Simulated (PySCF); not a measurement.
C2H7BOSi

C2H7BOSi is a carbene (divalent C1, bonded to 1 B + 1 O), neutral, triplet. The structure, one conformer, was relaxed in the gas phase by PBE0-D3(BJ)/def2-SVP. No frequency run checks that it is a minimum.

This triplet is an excited state: in a carbene with lone-pair donors on the centre (O) the singlet is known to lie well below it (the gap isn't computed here), so the molecule in its ground state shows no EPR spectrum.

SMILES: CO[C]B[SiH3]

| atom | x (Å) | y (Å) | z (Å) |
| --- | --- | --- | --- |
| C1 | 0.783 | 1.535 | -0.231 |
| O2 | 1.147 | 1.000 | -1.337 |
| C3 | 0.752 | -0.338 | -1.681 |
| B4 | -0.006 | 1.236 | 1.006 |
| Si5 | -0.950 | -0.522 | 1.366 |
| H6 | 1.095 | -1.039 | -0.906 |
| H7 | 1.233 | -0.566 | -2.639 |
| H8 | -0.341 | -0.390 | -1.779 |
| H9 | -0.062 | 2.110 | 1.840 |
| H10 | -1.751 | -0.483 | 2.629 |
| H11 | -1.887 | -0.911 | 0.258 |
| H12 | 0.025 | -1.660 | 1.492 |

EPR values by unrestricted B3LYP, IGLO-III on B C O Si, pcH-1 on H.

Predict g and the largest hyperfine couplings. Where does the spin sit?

g = 2.0019, 2.0026, 2.0027. The zero-field splitting dominates the spectrum: D = 0.36 cm⁻¹, |E| = 0.0075 cm⁻¹ (spin-spin and spin-orbit parts, DFT, rough). The spin sits on C1 (64 %, bonded to 1 B + 1 O) by Mulliken populations.
```json
{"atom": "C1", "isotope": "13C", "isotropic (MHz)": "163.5", "dipolar, principal values (MHz)": "-54.7, 3.0, 51.7"}
{"atom": "O2", "isotope": "17O", "isotropic (MHz)": "-86.0", "dipolar, principal values (MHz)": "-24.7, 8.5, 16.2"}
{"atom": "Si5", "isotope": "29Si", "isotropic (MHz)": "-42.1", "dipolar, principal values (MHz)": "-8.7, 4.3, 4.5"}
{"atom": "C3", "isotope": "13C", "isotropic (MHz)": "36.1", "dipolar, principal values (MHz)": "-4.7, -4.1, 8.8"}
{"atom": "B4", "isotope": "11B", "isotropic (MHz)": "22.1", "dipolar, principal values (MHz)": "-14.4, -1.6, 16.0"}
{"atom": "H9", "isotope": "1H", "isotropic (MHz)": "16.6", "dipolar, principal values (MHz)": "-7.2, -3.4, 10.7"}
```

How do the isotropic couplings move with BHandHLYP?

C1 163.5 to 186.1 MHz, O2 -86.0 to -83.6 MHz, Si5 -42.1 to -39.3 MHz, C3 36.1 to 32.8 MHz.
